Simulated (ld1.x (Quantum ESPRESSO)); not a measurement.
# Configuration tests for lead (TM)

| Property | Result |
| --- | --- |
| Element | Pb |
| Generator | ld1.x (Quantum ESPRESSO) 7.5 |
| Type | norm-conserving Troullier–Martins (Kleinman–Bylander form) |
| Functional | LDA (PZ) |
| Relativity | scalar-relativistic |
| Frozen core | [Xe] 4f14 5d10 |
| Valence charge | 4 |
| Reference configuration | 6s2 6p1.75 (charge +0.25) |
| Partial waves | 6p (bound): rc 2.45 bohr; 6d channel at 0.5 Ry: rc 1.95 bohr; 6s (bound): rc 1.85 bohr |
| Local potential | the s channel |
| Core correction | none |

Energies are relative to the spin-unpolarised reference configuration 6s2 6p1.75; without spin polarisation the order of configurations can differ from experiment. Spin-polarised rows fill each open shell by Hund’s rule, majority spin first. The frozen-core shift is the all-electron ΔE with the core orbitals held at their reference shape minus the fully relaxed ΔE.

Problem. Give the all-electron excitation energy and the error of the potential for: 6s2 6p2; 6s2 6p1; 6s2 6p0; 6s0 6p4; 6s2 6p2.3; 6s2 6p1.5; 6s1 6p2; 6s2 6p1.75 (spin-polarised); 6s2 6p2 (spin-polarised).

Solution.

```json
{"valence configuration": "6s2 6p2", "charge": "0", "ΔE all-electron (eV)": "-1.113", "error AE − PS (meV)": "+0.9", "frozen-core shift (meV)": "+0.2"}
{"valence configuration": "6s2 6p1", "charge": "+1", "ΔE all-electron (eV)": "5.720", "error AE − PS (meV)": "+4.9", "frozen-core shift (meV)": "+13"}
{"valence configuration": "6s2 6p0", "charge": "+2", "ΔE all-electron (eV)": "19.482", "error AE − PS (meV)": "+62", "frozen-core shift (meV)": "+115"}
{"valence configuration": "6s0 6p4", "charge": "0", "ΔE all-electron (eV)": "16.922", "error AE − PS (meV)": "+107", "frozen-core shift (meV)": "+116"}
{"valence configuration": "6s2 6p2.3", "charge": "-0.3", "ΔE all-electron (eV)": "-1.971", "error AE − PS (meV)": "+2.7", "frozen-core shift (meV)": "+1.2"}
{"valence configuration": "6s2 6p1.5", "charge": "+0.5", "ΔE all-electron (eV)": "1.497", "error AE − PS (meV)": "+0.1", "frozen-core shift (meV)": "+1.4"}
{"valence configuration": "6s1 6p2", "charge": "+1", "ΔE all-electron (eV)": "15.318", "error AE − PS (meV)": "+12", "frozen-core shift (meV)": "+81"}
{"valence configuration": "6s2 6p1.75 (spin-polarised)", "charge": "+0.25", "ΔE all-electron (eV)": "-0.369", "error AE − PS (meV)": "+78", "frozen-core shift (meV)": "+5.2"}
{"valence configuration": "6s2 6p2 (spin-polarised)", "charge": "0", "ΔE all-electron (eV)": "-1.565", "error AE − PS (meV)": "+90", "frozen-core shift (meV)": "+6.0"}
```

Levels in the configuration 6s2 6p2.3:

```json
{"level": "6s", "all-electron (eV)": "-10.442", "pseudo (eV)": "-10.439"}
{"level": "6p", "all-electron (eV)": "-2.042", "pseudo (eV)": "-2.048"}
```

Note: ghost state, extra bound levels that the all-electron valence spectrum of the same l lacks: d at -28.5 eV. A true bound ghost makes a file unfit for plane-wave use.
